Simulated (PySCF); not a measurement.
C₆H₁₁N₂ (doublet state).
Atom-mapped SMILES: `[CH3:1][CH2:2][CH2:3][N:4]1[CH:5][CH2:6][CH:7]=[N:8]1` (hydrogens: H9, H10, H11 on C1; H12, H13 on C2; H14, H15 on C3; H16 on C5; H17, H18 on C6; H19 on C7)

Geometry (GFN2-xTB, Å), atoms numbered from 1 in this order:
```xyz
19
C6H11N2 angstrom
C     -2.2508    0.6883    0.0417
C     -1.7463   -0.5836   -0.6266
C     -0.6531   -1.2652    0.2071
N      0.5408   -0.4759    0.2765
C      1.4648   -0.3199   -0.7068
C      2.4996    0.6297   -0.2188
C      1.9040    0.9196    1.1321
N      0.8001    0.2700    1.3522
H     -2.7030    0.4581    1.0035
H     -2.9943    1.1778   -0.5825
H     -1.4297    1.3803    0.2110
H     -1.3412   -0.3468   -1.6129
H     -2.5706   -1.2867   -0.7598
H     -1.0025   -1.4059    1.2323
H     -0.4077   -2.2392   -0.2293
H      1.4470   -0.8970   -1.6056
H      2.6029    1.5360   -0.8411
H      3.5133    0.1951   -0.1525
H      2.3171    1.5744    1.8721
```

The hyperfine couplings belong to this conformer and change with its torsions.

Level of theory: UKS B3LYP, pcH-1 on C H N, non-relativistic, mean-field spin-orbit, GIAO (PySCF 2.14.0). Geometry: GFN2-xTB, one conformer, isolated molecule. Couplings are sensitive to structure, and on GFN2-xTB geometries they can be far from those on DFT ones. The SCF solution wasn't tested for stability.

Question: The isotropic 13C couplings are +61.9, -43.3, +27.5, -6.5, +5.7, +0.7 MHz. Assign them to C1; C2; C3; C5; C6; C7.

Answer: 
```
site  a_iso (MHz)  ρ(0) (bohr⁻³)                 position  distance from C5 (Å)  spin population  largest |T| (MHz)
  C1         +0.7        +0.0007          4 bonds from C5                  3.92             0.00                0.6
  C2         +5.7        +0.0051          3 bonds from C5                  3.22            +0.01                2.5
  C3         -6.5        -0.0058          2 bonds from C5                  2.49            -0.01                1.5
  C5        +61.9        +0.0551  largest spin population                  0.00            +0.71              114.2
  C6        -43.3        -0.0385           1 bond from C5                  1.49            -0.10                1.1
  C7        +27.5        +0.0244          2 bonds from C5                  2.26            +0.28               45.2
```

Question: The isotropic 14N couplings are -3.8, +3.6 MHz. Assign them to N4; N8.

Answer: 
```
site  a_iso (MHz)  ρ(0) (bohr⁻³)         position  distance from C5 (Å)  spin population  largest |T| (MHz)
  N4         +3.6        +0.0110   1 bond from C5                  1.36            +0.07               14.5
  N8         -3.8        -0.0117  2 bonds from C5                  2.24            -0.08                5.5
```

ρ(0) is the spin density at the nucleus and T the dipolar tensor; entries for several nuclei are means. The Mulliken spin populations are largest on C5 (+0.71), C7 (+0.28), C6 (-0.10) and N8 (-0.08). The positive populations add up to 1.24 and the negative ones to -0.24, together 2S = 1. The angles at C5 add up to 359.7°, so it is planar; its axial dipolar tensor and the negative coupling of its proton fit spin in a p orbital normal to that plane.

Class means assume fast exchange of nuclei equivalent by connectivity; if that motion is slow, each nucleus keeps its own coupling. The 1H value of +6.0 MHz is a mean of couplings from 2.3 to 9.8 MHz in this one geometry, not an average over conformers.

Hardware: an Arm Neoverse V2 with one thread (shared host). Cost: 87 s (with the writing of density and orbital grids), 1.1 GiB resident at most.
